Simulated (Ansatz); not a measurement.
A nudged elastic band was laid between two geometries of CH3BF2OS (9 atoms, charge 0, multiplicity 1).

Computed with RKS PBE0/STO-3G (Ansatz).

```json
{"movable images": "9", "climbing image": "yes", "spring": "5.0 eV/Å²", "optimiser": "quadratic models (default)", "start path": "through a guess of the saddle point", "force threshold": "0.05 eV/Å", "iteration limit": "60", "end points": "relaxed"}
```

First end point:

```xyz
9
Properties=species:S:1:pos:R:3
O 1.800 -0.301 0.125
B 0.662 -0.973 -0.173
F 0.677 -2.277 -0.390
C -0.727 -0.101 -0.219
F -1.503 -0.306 -1.365
S -0.217 1.698 -0.063
H 1.460 0.679 0.199
H -1.356 -0.316 0.679
H -0.709 1.850 1.190
```

Last end point:

```xyz
9
Properties=species:S:1:pos:R:3
O 1.617 -0.564 -0.682
B 0.639 -0.798 0.227
F 0.790 -1.558 1.293
C -0.715 0.010 -0.180
F -0.296 0.634 -1.419
S -1.333 1.234 1.010
H 1.073 0.062 -1.321
H -1.578 -0.645 -0.426
H -0.107 1.579 1.480
```

Problem. What changes between the two ends?

Solution. No bond is made or broken. The dihedral H8–C4–S6–H9 goes from 8 to 161°.

Problem. What energy profile does the band end with?

Solution. The run converged. The highest image is number 3 of 0 to 10, 0.163 eV above the first end and 0.380 eV above the last; the last end lies 0.217 eV below the first. The profile has 2 maxima (images 3, 8) with wells between them (image 6): this band takes more than one step, which may be the mechanism or a detour left from its start path. A vibrational analysis at the climbing image gives one clearly imaginary mode, 50i cm⁻¹: a first-order saddle point. Limits of this set-up: minimal basis.

```
image  path coordinate (Å)  energy (eV)  dihedral H8–C4–S6–H9 (°)
    0                 0.00        0.000                         8
    1                 0.93        0.130                       -33
    2                 1.85        0.137                       -71
    3                 2.77        0.163                       -52
    4                 3.60        0.134                       -49
    5                 4.42       -0.088                       -45
    6                 5.24       -0.175                       -26
    7                 6.07       -0.037                        21
    8                 6.89       -0.011                        67
    9                 7.71       -0.117                       117
   10                 8.54       -0.217                       161
```

Problem. What is the geometry of the highest image?

Solution. 
```xyz
9
Properties=species:S:1:pos:R:3:forces:R:3
O 1.871 -0.522 -0.529 0.01 0.00 0.00
B 0.692 -0.966 0.009 -0.01 0.00 0.00
F 0.681 -2.189 0.505 0.00 0.00 0.00
C -0.642 -0.041 0.003 0.00 0.00 0.00
F -1.106 0.133 -1.323 0.00 0.00 0.00
S -0.203 1.571 0.773 0.00 0.00 0.00
H 1.730 0.429 -0.841 0.00 0.00 0.00
H -1.461 -0.509 0.596 0.00 0.00 0.00
H -1.473 2.047 0.789 0.00 0.00 0.00
```

Time of the run: 8.2 min on 1 thread of Intel(R) Xeon(R) Processor @ 2.70GHz (shared host), peak memory 0.12 GiB.
